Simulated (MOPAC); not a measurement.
A run for MOPAC: PM6 on CdH2Se (SMILES [SeH][CdH]), a point of a bond scan (R = 2.007 Å).

```
PM6 1SCF PRECISE CHARGE=0 THREADS=1
CdH2Se

Cd    -0.57782857 1    -0.43492185 1    -0.71648612 1
H     -1.71670871 1    -1.29949592 1    -2.12536614 1
Se     0.83268525 1     0.66552990 1     1.01516222 1
H      0.95136823 1    -0.59636766 1     1.76637103 1
```

Program output:

```
*******************************************************************************
 **                                                                           **
 **                              MOPAC v23.2.5                                **
 **                                                                           **
 *******************************************************************************
 ** MOPAC's Digital Object Identifier: https://doi.org/10.5281/zenodo.6511958 **
 **                                                                           **
 ** Please cite the open-source release paper for use of this MOPAC version:  **
 ** J. E. Moussa and J. J. P. Stewart (2026)                                  **
 ** MOPAC: An open-source semiempirical molecular orbital program             **
 ** J. Open Source Softw., 11(119), 8025, https://doi.org/10.21105/joss.08025 **
 *******************************************************************************

                              PM6 CALCULATION RESULTS

 *******************************************************************************
 *  PM6        - The PM6 Hamiltonian to be used
 *
 *
 *
 *                 CHARGE ON SYSTEM = 0
 *
 *
 *
 *  PRECISE    - TIGHTER CRITERIA TO BE USED
 *  1SCF       - DO 1 SCF AND THEN STOP
 *  THREADS=1  - MULTI-THREADING NOT USED
 *  T=         - A TIME OF 172800.0 SECONDS REQUESTED
 *  DUMP=N     - RESTART FILE WRITTEN EVERY 7200.0 SECONDS REQUESTED
 *******************************************************************************
PM6 1SCF PRECISE CHARGE=0 THREADS=1
 CdH2Se

   ATOM   CHEMICAL          X               Y               Z
  NUMBER   SYMBOL      (ANGSTROMS)     (ANGSTROMS)     (ANGSTROMS)

     1      Cd         -0.57782857  *  -0.43492185  *  -0.71648612  *
     2       H         -1.71670871  *  -1.29949592  *  -2.12536614  *
     3      Se          0.83268525  *   0.66552990  *   1.01516222  *
     4       H          0.95136823  *  -0.59636766  *   1.76637103  *



          CARTESIAN COORDINATES

    NO.       ATOM           X           Y           Z

     1        Cd         -0.5778     -0.4349     -0.7165
     2         H         -1.7167     -1.2995     -2.1254
     3        Se          0.8327      0.6655      1.0152
     4         H          0.9514     -0.5964      1.7664

 General Reference for PM6:
 "Optimization of Parameters for Semiempirical Methods V: Modification of NDDO Approximations
 and Application to 70 Elements", J. J. P. Stewart, J. Mol. Mod., 13, 1173-1213 (2007)
 URL: https://link.springer.com/article/10.1007/s00894-007-0233-4

           Empirical Formula: H2 Cd Se  =     4 atoms



      MOLECULAR POINT GROUP   :   Cs


      RHF CALCULATION, NO. OF DOUBLY OCCUPIED LEVELS = 5


 -------------------------------------------------------------------------------
 PM6 1SCF PRECISE CHARGE=0 THREADS=1
 CdH2Se



     1SCF WAS SPECIFIED, SO BFGS WAS NOT USED
     SCF FIELD WAS ACHIEVED


                              PM6 CALCULATION
                                                       MOPAC v23.2.5 Linux




          FINAL HEAT OF FORMATION =         21.79300 KCAL/MOL =      91.18190 KJ/MOL


          COSMO AREA              =         95.13 SQUARE ANGSTROMS
          COSMO VOLUME            =         74.50 CUBIC ANGSTROMS

          IONIZATION POTENTIAL    =          8.004848 EV
          HOMO LUMO ENERGIES (EV) =         -8.005  0.636
          NO. OF FILLED LEVELS    =          5
          MOLECULAR WEIGHT        =        193.3858         POINT GROUP:  Cs

          MOLECULAR DIMENSIONS (Angstroms)

            Atom       Atom       Distance
            H     4    H     2     4.77060
           Se     3    H     4     1.38836
           Cd     1   Se     3     0.00000


          SCF CALCULATIONS        =          1





   ATOM   CHEMICAL          X               Y               Z
  NUMBER   SYMBOL      (ANGSTROMS)     (ANGSTROMS)     (ANGSTROMS)

     1      Cd         -0.57782857  *  -0.43492185  *  -0.71648612  *
     2       H         -1.71670871  *  -1.29949592  *  -2.12536614  *
     3      Se          0.83268525  *   0.66552990  *   1.01516222  *
     4       H          0.95136823  *  -0.59636766  *   1.76637103  *

                             CARTESIAN COORDINATES

   1   Cd       -0.577828570    -0.434921850    -0.716486120
   2    H       -1.716708710    -1.299495920    -2.125366140
   3   Se        0.832685250     0.665529900     1.015162220
   4    H        0.951368230    -0.596367660     1.766371030


           Empirical Formula: H2 Cd Se  =     4 atoms



      MOLECULAR POINT GROUP   :   Cs


                  EIGENVALUES
 -24.06077 -13.58941 -12.37716  -8.55046  -8.00485   0.63640   1.50819   1.68648
   3.01008   4.24299


              NET ATOMIC CHARGES AND DIPOLE CONTRIBUTIONS

  ATOM NO.   TYPE          CHARGE      No. of ELECS.   s-Pop       p-Pop
    1         Cd           0.500160        1.4998     1.13640     0.36344
    2          H          -0.053148        1.0531     1.05315
    3         Se          -0.496422        6.4964     1.99098     4.50544
    4          H           0.049410        0.9506     0.95059
 DIPOLE           X         Y         Z       TOTAL
 POINT-CHG.    -2.710    -2.442    -3.180     4.839
 HYBRID         0.355    -0.091     0.601     0.704
 SUM           -2.354    -2.532    -2.579     4.314


          ATOMIC ORBITAL ELECTRON POPULATIONS

     Atom    s        px        py        pz
    1 Cd   1.13640   0.12376   0.06433   0.17536
    2  H   1.05315
    3 Se   1.99098   1.82171   1.10291   1.58081
    4  H   0.95059

 **********************
 *                    *
 * JOB ENDED NORMALLY *
 *                    *
 **********************




 == MOPAC DONE ==
```

The run finished.

Cost: around 0.03 core-seconds (rough).
